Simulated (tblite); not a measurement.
Species: C₅H₁₃P₂ (charge +1).
Numbering: `[CH2:1]=[C:2]([CH3:3])[P@@H+:4]([PH2:5])[CH2:6][CH3:7]` (hydrogens: H8, H9 on C1; H10, H11, H12 on C3; H13 on P4; H14, H15 on P5; H16, H17 on C6; H18, H19, H20 on C7)
Bond orders are those of one Lewis drawing.

Computed with GFN2-xTB (tblite), gas phase: L-BFGS steps from a force-field or distance-geometry start until the largest atomic force falls under 0.01 eV/Å.

Step 79: E = -596.7165 eV
```
atom  x, y, z in Å  |  force x, y, z in eV/Å
C1     -2.0374   -0.8971   -1.4263   -0.014   0.018   0.016
C2     -1.4180   -0.4671   -0.3341    0.022   0.006  -0.006
C3     -1.9351   -0.5083    1.0666   -0.024   0.004  -0.036
P4      0.2366    0.2783   -0.4934   -0.072   0.071  -0.076
P5      0.3735    2.4334   -0.6808   -0.028  -0.100  -0.006
C6      1.3760   -0.2306    0.8401   -0.012   0.018  -0.025
C7      2.7916   -0.2285    0.2685    0.089  -0.069  -0.003
H8     -3.0296   -1.3173   -1.3749    0.049  -0.015   0.005
H9     -1.5868   -0.8556   -2.4077   -0.025   0.021   0.073
H10    -1.6564    0.3932    1.6148    0.006  -0.030   0.018
H11    -1.5213   -1.3713    1.5902   -0.010   0.044   0.025
H12    -3.0167   -0.6012    1.0772   -0.047  -0.013  -0.011
H13     0.7540   -0.2661   -1.6571    0.023   0.005   0.021
H14    -0.5679    2.6228    0.3445    0.016  -0.008  -0.049
H15    -0.5974    2.4479   -1.6921    0.007   0.025   0.031
H16     1.0952   -1.2175    1.2184    0.038   0.014  -0.041
H17     1.2808    0.4926    1.6588    0.024  -0.050  -0.027
H18     2.9082   -1.0208   -0.4726    0.001   0.062   0.058
H19     3.5151   -0.4017    1.0621   -0.014   0.013  -0.017
H20     3.0306    0.7254   -0.2054   -0.030  -0.017   0.050
```

Step 80: E = -596.7190 eV
```
atom  x, y, z in Å  |  force x, y, z in eV/Å
C1     -2.0381   -0.8965   -1.4235   -0.012   0.000   0.009
C2     -1.4183   -0.4691   -0.3308   -0.009   0.015   0.006
C3     -1.9412   -0.4985    1.0676   -0.029  -0.011  -0.010
P4      0.2389    0.2663   -0.4943   -0.082   0.104  -0.068
P5      0.3837    2.4222   -0.6859   -0.025  -0.119   0.040
C6      1.3763   -0.2475    0.8391   -0.005   0.026  -0.041
C7      2.7928   -0.2142    0.2692    0.089  -0.041   0.008
H8     -3.0307   -1.3139   -1.3760    0.022  -0.015   0.014
H9     -1.5841   -0.8589   -2.4028   -0.014   0.020   0.048
H10    -1.6598    0.4051    1.6098    0.002  -0.007   0.024
H11    -1.5336   -1.3572    1.6022    0.012   0.024   0.018
H12    -3.0233   -0.5891    1.0791   -0.038   0.001  -0.034
H13     0.7434   -0.2828   -1.6615    0.043   0.002   0.031
H14    -0.5525    2.6110    0.3464    0.030  -0.002  -0.076
H15    -0.5900    2.4417   -1.6930   -0.010   0.018   0.026
H16     1.1052   -1.2452    1.1974    0.053   0.037  -0.037
H17     1.2667    0.4621    1.6691    0.029  -0.076  -0.052
H18     2.9221   -0.9922   -0.4845    0.004   0.055   0.057
H19     3.5221   -0.3843    1.0580   -0.026  -0.006  -0.002
H20     3.0153    0.7517   -0.1888   -0.033  -0.024   0.040
```

Problem. Estimate the geometry and energy of step 81. (The exact step hangs on the optimiser's Hessian estimate; all steps are aligned on step 80, rigid shifts and turns removed.)

Solution. E = -596.7214 eV, largest force 0.115 eV/Å
```
atom  x, y, z in Å  |  force x, y, z in eV/Å
C1     -2.0398   -0.8952   -1.4203   -0.011  -0.019   0.006
C2     -1.4190   -0.4702   -0.3276   -0.047   0.021   0.015
C3     -1.9461   -0.4891    1.0688   -0.028  -0.017   0.027
P4      0.2394    0.2563   -0.4989   -0.064   0.089  -0.034
P5      0.3923    2.4098   -0.6899   -0.010  -0.090   0.058
C6      1.3761   -0.2620    0.8341    0.006   0.020  -0.056
C7      2.7951   -0.2024    0.2714    0.058  -0.016   0.011
H8     -3.0323   -1.3108   -1.3775   -0.013  -0.019   0.028
H9     -1.5822   -0.8617   -2.3967    0.002   0.020   0.005
H10    -1.6627    0.4165    1.6060   -0.008   0.016   0.022
H11    -1.5414   -1.3420    1.6134    0.032  -0.007   0.013
H12    -3.0285   -0.5802    1.0830   -0.025   0.017  -0.058
H13     0.7322   -0.2974   -1.6684    0.059  -0.001   0.033
H14    -0.5391    2.5966    0.3475    0.030   0.007  -0.080
H15    -0.5840    2.4383   -1.6929   -0.024   0.010   0.017
H16     1.1136   -1.2682    1.1752    0.056   0.041  -0.032
H17     1.2536    0.4345    1.6737    0.028  -0.081  -0.061
H18     2.9396   -0.9671   -0.4923    0.001   0.046   0.046
H19     3.5262   -0.3688    1.0581   -0.022  -0.030   0.033
H20     3.0023    0.7738   -0.1698   -0.019  -0.007   0.008
```

The energy changes by -0.0024 eV. The first-order estimate −F·Δx gives -0.0033 eV and the mean of the old and new forces, exact on a quadratic surface, -0.0024 eV. The step makes an angle of 82° with the force vector and moves no atom by more than 0.033 Å.

The cost below is that of the whole relaxation. Time: 1.2 s wall. Hardware: one thread of an Arm Neoverse V1, shared host.
